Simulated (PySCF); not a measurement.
## C5H9NO2: core ionisation energies

N-formylmorpholine, C5H9NO2.
Z-matrix (Å and degrees, PBE0-D3(BJ)/def2-SVP geometry), rows numbered from 1:
```
O 
C   1  1.2092
N   2  1.3592  1  125.40
C   3  1.4464  2  121.07  1     1.32
C   4  1.5195  3  109.29  2   126.95
O   5  1.4056  4  111.33  3    53.21
C   6  1.4017  5  112.10  4   -59.88
C   3  1.4424  2  123.26  1   178.53
H   2  1.1178  1  122.96  3  -179.92
H   4  1.1055  3  109.70  2  -112.72
H   4  1.0989  3  107.66  2     5.20
H   5  1.1092  4  109.31  3   -68.81
H   5  1.0996  4  110.68  3   172.08
H   7  1.1098  6  110.46  5   -61.69
H   7  1.1001  6  107.17  5  -179.51
H   8  1.1012  3  109.19  2    -5.57
H   8  1.1062  3  110.18  2   112.77
```

Method: delta-SCF UKS SCAN, pcX-2 on the ionised atom, pcseg-1 elsewhere, spin-free X2C in PySCF 2.14.0. Binding energies are ΔSCF values: E(core-ionised, relaxed orbitals) − E(ground state) at a fixed geometry, referred to the vacuum level.

Task: List the computed XPS lines with their assignment.

Result: 
| atom(s) | environment | level | binding energy (eV) | above the level's lowest (eV) | count |
| --- | --- | --- | --- | --- | --- |
| O6 | cyclic ether oxygen | O 1s | 538.64 | +1.77 | 1 |
| O1 | amide oxygen | O 1s | 536.87 | 0.00 | 1 |
| N3 | amide nitrogen | N 1s | 405.84 | 0.00 | 1 |
| C2 | amide carbonyl carbon | C 1s | 293.40 | +1.58 | 1 |
| C5/C7 | sp3 carbon bound to oxygen | C 1s | 292.35 | +0.53 | 2 |
| C4/C8 | sp3 carbon bound to nitrogen | C 1s | 291.82 | 0.00 | 2 |

Lowest listed C 1s: C4/C8, bonded to N, C and 2 H. Highest, 1.58 eV above it: C2, bonded to O (double bond), N and H.

Lowest listed O 1s: O1, bonded to C (double bond). Highest, 1.77 eV above it: O6, bonded to 2 C. Summing the Pauling electronegativity differences to the bonded atoms, each weighted by its formal bond order, gives -1.78 for the lowest site and -1.78 for the highest; the sum is the same at every site.

Task: Which photon energy gives electrons from O 1s of O1 a kinetic energy of 200 eV, and what is their de Broglie wavelength?

Result: hν = 536.87 + 200 = 736.87 eV, recoil neglected; λ = 12.264 Å/√(E/eV) = 0.87 Å.

Topologically equivalent atoms share the value of their first member; where this conformer doesn't relate them by symmetry, their own values could differ. Isolated species at its PBE0-D3(BJ)/def2-SVP geometry (one conformer only).

Hardware: one thread of an Arm Neoverse V1, shared host with 32 logical CPUs at a one-minute load of 8.3. Cost: 71 s wall, 0.78 GiB resident at most.
